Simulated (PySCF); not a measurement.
Estimate the missing entries of this data sheet.

Compound: C10H10O.
Z-matrix (Å and degrees, GFN2-xTB geometry), rows numbered from 1:
```
C 
C   1  1.5107
O   2  1.2124  1  122.60
C   2  1.4701  1  114.27  3  -179.85
C   4  1.3412  2  120.96  1   179.11
C   5  1.4485  4  127.39  2  -178.84
C   6  1.3981  5  118.90  4   170.86
C   7  1.3810  6  120.90  5  -178.77
C   8  1.3856  7  120.08  6    -0.48
C   9  1.3862  8  119.73  7    -0.32
C  10  1.3806  9  120.33  8     0.61
H   1  1.0864  2  110.24  3     0.30
H   1  1.0884  2  109.60  3   121.06
H   1  1.0885  2  109.56  3  -120.42
H   4  1.0797  2  116.70  1    -0.18
H   5  1.0843  4  116.66  2    -0.22
H   7  1.0804  6  119.18  5     0.70
H   8  1.0800  7  119.90  6   179.62
H   9  1.0798  8  120.22  7   179.92
H  10  1.0804  9  119.88  8  -179.33
H  11  1.0792  6  119.93  5    -1.58
```

```json
{"property": "point group of the GFN2-xTB geometry", "level": "GFN2-xTB", "value": "C1"}
{"property": "rotational constants A, B, C of the GFN2-xTB geometry", "level": "GFN2-xTB", "value": "?"}
{"property": "dipole moment", "level": "PBE0/pcSseg-1", "value": "?"}
{"property": "HOMO energy", "level": "PBE0/pcSseg-1", "value": "-6.94 eV"}
{"property": "LUMO energy", "level": "PBE0/pcSseg-1", "value": "?"}
{"property": "13C chemical shifts (computed TMS as zero) by class", "level": "GIAO PBE0/pcSseg-1", "value": "198.8 (C2), 150.7 (C5), 139.7 (C6), 136.9 (C9), 135.3 (C7/C11), 134.6 (C8/C10), 126.7 (C4), 34.2 (C1) ppm"}
{"property": "1H chemical shifts (computed TMS as zero) by class", "level": "GIAO PBE0/pcSseg-1", "value": "?"}
{"property": "isotropic shieldings of nuclei other than C and H, by class", "level": "GIAO PBE0/pcSseg-1", "value": "?"}
```

The electronic properties come from PySCF, for the isolated species, density fitting. NMR classes are plain means over equivalent atoms (diastereotopic ones count apart unless rotation or inversion swaps them), as if these changed places fast; in this geometry the members of some classes differ.

(1) Give the isotropic shieldings of nuclei other than C and H, by class.

(2) Give the dipole moment.

(3) Give the rotational constants A, B, C of the GFN2-xTB geometry.

(4) Give the 1H chemical shifts (computed TMS as zero) by class.

(5) What is the LUMO energy?

## Answers

(1) -293 (O3) ppm.

(2) 3.49 D.

(3) 3.554, 0.484, 0.428 GHz.

(4) 7.97 (H17/H21), 7.96 (H16), 7.72 (H18/H20), 7.69 (H19), 6.91 (H15), 2.32 (H12/H13/H14) ppm.

(5) -2.09 eV.

The dipole matches unit charges of opposite sign 0.73 Å apart (1 e·Å = 4.8032 D). A dipole of 3.49 D is allowed in C1, and pure rotational transitions are dipole-allowed. With B = h/(8π²I), that is 505.379 GHz u Å² over I, the principal moments of inertia are 142.2, 1043.1 and 1180.2 u Å² (most abundant isotopes); the inertial defect Ic − Ia − Ib is -5.1 u Å² (zero for a rigid planar frame, negative otherwise). The rotational constants make it an asymmetric top with κ = (2B − A − C)/(A − C) = -0.96, nearer the prolate limit (−1).

One conformer stands for the species.
